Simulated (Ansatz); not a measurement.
Consider the cleavage of the Al–Si bond: `CO[SiH2][AlH2]` + `F/C=C\S` → `F/C=C/[S][AlH2]` + `CO[SiH3]`.

Program: Ansatz. Geometries: PBE0-D4/def2-TZVP. ΔE: electronic, gas phase. CCSD(T)/CBS adds triple-zeta CCSD(T) − MP2 to the extrapolated MP2 energy (def2 sets, frozen cores). Double bonds are as drawn, so ΔE can hold a change between cis and trans. DFT in def2-TZVPP. B3LYP here is the variant with VWN-RPA as its local correlation; programs differ in this. One conformer a species, not always the lowest.

| level | ΔE (kcal/mol) | difference from CCSD(T)/CBS |
| --- | --- | --- |
| PBE-D4 | -24.6 | 2.5 |
| PBE0-D4 | -25.9 | 1.2 |
| B3LYP-D4 | -24.7 | 2.4 |
| ωB97X-V | -26.3 | 0.8 |
| B2PLYP | -26.3 | 0.8 |
| PBE | -24.1 | 3.0 |
| B3LYP | -23.8 | 3.3 |
| HF/def2-TZVPP | -25.1 | 2.0 |
| MP2/def2-TZVPP | -30.5 | -3.4 |
| SCS-MP2/def2-TZVPP | -28.7 | -1.6 |
| CCSD/def2-TZVPP | -25.9 | 1.2 |
| CCSD(T)/def2-TZVPP | -26.8 | 0.3 |
| HF/def2-QZVPP | -25.1 | 2.0 |
| HF/CBS(def2) | -25.1 | 2.0 |
| MP2/CBS(def2) | -30.9 | -3.8 |
| CCSD/CBS(def2) | -26.2 | 0.9 |
| CCSD(T)/CBS | -27.1 | 0 |

Largest T1 diagnostic among the species: 0.013.

From PBE to PBE0 (25 % exact exchange), in def2-TZVPP and without D4, ΔE moves by −1.4 kcal/mol. The D4 term adds −1.0 kcal/mol with B3LYP and −0.5 kcal/mol with PBE0; it sums over pairs of atoms, weighted by their polarisabilities, and B3LYP, whose exchange is more repulsive, gets the larger term. In def2-TZVPP, CCSD(T) changes the Hartree–Fock value by −1.7 kcal/mol (the triples alone add −0.9 kcal/mol) and MP2 by −5.4 kcal/mol.
